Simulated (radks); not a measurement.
Dipole-allowed excitations along the series with 4 electrons in [He] 2s2. All-electron calculation, scalar-relativistic Kohn-Sham, LDA (Slater exchange, VWN5 correlation), spin-unpolarised, spherical densities, finite nucleus; Fermi nuclear charge, rms radius of each element as measured or else 0.836 A^(1/3) + 0.57 fm. Program: a radial shooting solver on a logarithmic mesh with Libxc functionals. Time-dependent linear response with the Hartree and adiabatic LDA kernel, continuum included through the Sternheimer equations, no spin-orbit coupling, so fine structure and intercombination lines are absent. Lines are the poles of the dipole polarisability below minus the highest occupied eigenvalue, found on a grid refined at the orbital gaps; the lowest seven at most are given, and weak or close lines can be missed. The first line takes the name of the lowest orbital gap if no other gap lies below it; otherwise a line is named after a gap within 0.6 % of it, if that gap stands alone.

species  -e(HOMO) (eV)  lowest orbital gap (eV)  first line (eV)      f  strongest line (eV)  its f  static alpha (bohr^3)
Mg8+            308.61             2s-2p 22.478   30.921 (2s-2p)  0.295       193.63 (2s-3p)  0.564                 0.2458
Al9+            377.35             2s-2p 24.937   34.201 (2s-2p)  0.270       234.27 (2s-3p)  0.588                 0.1831
Si10+           452.99             2s-2p 27.449   37.538 (2s-2p)  0.249       278.77 (2s-3p)  0.608                 0.1399
P11+            535.53             2s-2p 30.025   40.942 (2s-2p)  0.232       327.14 (2s-3p)  0.625                 0.1091
S12+            625.00             2s-2p 32.674   44.426 (2s-2p)  0.218       379.40 (2s-3p)  0.639                0.08666
